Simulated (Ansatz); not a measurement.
Basis sets compared for Cd₇S₆Cl₂, a halide-capped nanocrystal cut from wurtzite CdS (2 Cl on the cations). Total charge 0; singlet. Geometry r2SCAN-D4/def2-SVP. Ansatz on 2 threads of AMD EPYC 7R13 on a shared host and a share (18 GiB) of an NVIDIA H100 80GB HBM3; times are rough, and most runs start from earlier orbitals.

```xyz
15

S    -0.930    4.752    1.328
Cd   -1.473    2.684    2.382
S    -0.676    0.795    0.705
Cd   -1.207   -0.874    2.512
S    -0.784   -3.188    2.762
Cd    0.314    3.401   -0.165
S     2.080    2.367   -1.513
Cd    1.576    0.197   -0.146
S     2.190   -2.097   -0.676
Cd    0.316   -3.160    0.644
Cd    0.957    1.046   -3.183
S     0.044   -0.675   -4.449
Cd    0.538   -2.183   -2.626
Cl   -2.231    1.012    4.003
Cl   -0.715   -4.078   -1.579
```

In the def2 sets Cd takes a core potential, while STO-3G treats all electrons; there is no spin–orbit coupling. Single mean-field runs in def2-TZVP are fitted with def2-universal-jkfit.

STO-3G and 6-31G are all-electron sets without relativity, so their totals don't compare with the def2 sets.

Binding counts from free atoms (S triplet, Cd singlet, Cl doublet) in the same basis, without a counterpoise term.

| level | functions | energy (Eh) | HOMO (eV) | LUMO (eV) | binding per atom (eV) | wall time |
| --- | --- | --- | --- | --- | --- | --- |
| HF/STO-3G | 261 | -41150.4566 | -4.64 | 6.00 | – | 53 s |
| PBE-D4/def2-SVP | 361 | -4481.8583 | -5.64 | -3.58 | 2.24 | 3.5 s |
| PBE0-D4/def2-SVP | 361 | -4482.0757 | -6.75 | -2.89 | 2.24 | 4.5 s |

(1) Estimate the rows for HF/def2-TZVP, PBE-D4/def2-TZVP (with forces), PBE0-D4/def2-TZVP (with forces).

Answers

(1) 
```tsv
level	functions	energy (Eh)	HOMO (eV)	LUMO (eV)	binding per atom (eV)	wall time
HF/def2-TZVP	576	-4472.9030	-9.17	-0.13	1.36	3.5 s
PBE-D4/def2-TZVP (with forces)	576	-4483.2735	-5.69	-3.58	2.19	5 s
PBE0-D4/def2-TZVP (with forces)	576	-4483.4686	-6.78	-2.87	2.19	6 s
```
